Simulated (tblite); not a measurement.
C5H11B2 (doublet state).
SMILES with atom numbers: `[CH3:1][BH:2][CH2:3][BH:4][C:5]1[CH2:6][CH2:7]1` (hydrogens: H8, H9, H10 on C1; H11 on B2; H12, H13 on C3; H14 on B4; H15, H16 on C6; H17, H18 on C7)

Computed with GFN2-xTB (tblite), gas phase: L-BFGS steps from a force-field or distance-geometry start until the largest atomic force falls under 0.01 eV/Å.

Step 55: E = -507.8478 eV
```
atom  x, y, z in Å  |  force x, y, z in eV/Å
C1      2.4089   -0.6779    0.5092    0.007  -0.018   0.004
B2      1.9136    0.8053    0.3135    0.037  -0.064   0.018
C3      0.8833    1.1179   -0.8296    0.010  -0.002   0.015
B4     -0.5476    1.2913   -0.1631   -0.030   0.008   0.015
C5     -1.4784    0.1376   -0.0052    0.028  -0.045   0.048
C6     -1.7754   -1.2863   -0.1797    0.015   0.000   0.005
C7     -2.7465   -0.3719    0.5270    0.033   0.038  -0.015
H8      2.9379   -0.8706    1.4407   -0.032   0.048   0.006
H9      3.1003   -0.9235   -0.2994   -0.022  -0.020   0.020
H10     1.5900   -1.3914    0.4325    0.025  -0.011  -0.020
H11     2.3291    1.6732    0.9859   -0.025  -0.002  -0.004
H12     1.1570    2.0614   -1.2987   -0.009  -0.014  -0.089
H13     0.8789    0.3210   -1.5712   -0.029   0.019  -0.030
H14    -0.8729    2.3506    0.2209   -0.042   0.037   0.075
H15    -2.0326   -1.6501   -1.1674    0.012   0.013  -0.008
H16    -1.2256   -2.0173    0.4009    0.013   0.014   0.008
H17    -3.6750   -0.1082    0.0359    0.012  -0.001  -0.017
H18    -2.8538   -0.4548    1.6027   -0.004   0.001  -0.029
```

Step 56: E = -507.8490 eV
```
atom  x, y, z in Å  |  force x, y, z in eV/Å
C1      2.4028   -0.6766    0.5111    0.007  -0.024  -0.002
B2      1.9233    0.8111    0.3052    0.057  -0.057   0.045
C3      0.8856    1.1212   -0.8300   -0.046   0.031   0.007
B4     -0.5444    1.2871   -0.1548   -0.030  -0.008   0.027
C5     -1.4764    0.1323   -0.0039    0.041  -0.056   0.069
C6     -1.7752   -1.2925   -0.1765    0.039   0.029   0.001
C7     -2.7482   -0.3758    0.5224    0.054   0.080  -0.016
H8      2.9231   -0.8737    1.4472   -0.047   0.059  -0.007
H9      3.1001   -0.9299   -0.2907   -0.029  -0.015   0.024
H10     1.5773   -1.3826    0.4267    0.044  -0.002  -0.011
H11     2.3558    1.6839    0.9628   -0.034  -0.034  -0.014
H12     1.1468    2.0676   -1.2999    0.007  -0.002  -0.086
H13     0.8799    0.3285   -1.5752   -0.036  -0.005  -0.028
H14    -0.8693    2.3425    0.2441   -0.024   0.010   0.058
H15    -2.0267   -1.6523   -1.1669    0.017  -0.013  -0.001
H16    -1.2305   -2.0231    0.4102    0.004   0.020  -0.017
H17    -3.6711   -0.1070    0.0256   -0.021  -0.008  -0.029
H18    -2.8617   -0.4544    1.5975   -0.003  -0.004  -0.021
```

Q: Estimate the geometry and energy of step 57. (The exact step hangs on the optimiser's Hessian estimate; all steps are aligned on step 56, rigid shifts and turns removed.)

A: E = -507.8505 eV, largest force 0.110 eV/Å
```
atom  x, y, z in Å  |  force x, y, z in eV/Å
C1      2.3996   -0.6762    0.5128    0.015  -0.031  -0.013
B2      1.9290    0.8119    0.2991    0.017  -0.054   0.013
C3      0.8862    1.1223   -0.8307   -0.087   0.038  -0.022
B4     -0.5432    1.2858   -0.1495   -0.014  -0.011   0.049
C5     -1.4743    0.1300   -0.0001    0.050  -0.050   0.064
C6     -1.7736   -1.2951   -0.1744    0.052   0.054  -0.005
C7     -2.7488   -0.3779    0.5194    0.053   0.095  -0.013
H8      2.9130   -0.8731    1.4520   -0.042   0.057   0.011
H9      3.1005   -0.9362   -0.2829   -0.009  -0.011   0.007
H10     1.5725   -1.3783    0.4231    0.019  -0.020  -0.002
H11     2.3659    1.6872    0.9465   -0.005  -0.005   0.023
H12     1.1391    2.0696   -1.3022    0.028   0.026  -0.076
H13     0.8786    0.3348   -1.5816   -0.044  -0.028  -0.008
H14    -0.8655    2.3390    0.2613   -0.010  -0.020   0.037
H15    -2.0197   -1.6505   -1.1675    0.024  -0.033   0.008
H16    -1.2325   -2.0244    0.4171    0.002   0.007  -0.033
H17    -3.6681   -0.1065    0.0192   -0.045  -0.006  -0.044
H18    -2.8675   -0.4561    1.5932   -0.004  -0.008   0.005
```

The energy changes by -0.0016 eV. The first-order estimate −F·Δx gives -0.0021 eV and the mean of the old and new forces, exact on a quadratic surface, -0.0016 eV. The step makes an angle of 78° with the force vector and moves no atom by more than 0.019 Å.

The cost below is that of the whole relaxation. Time: 0.76 s. Hardware: an INTEL XEON PLATINUM 8581C at 2.10 GHz with one thread, shared host with 80 logical CPUs at a one-minute load of 8.5.
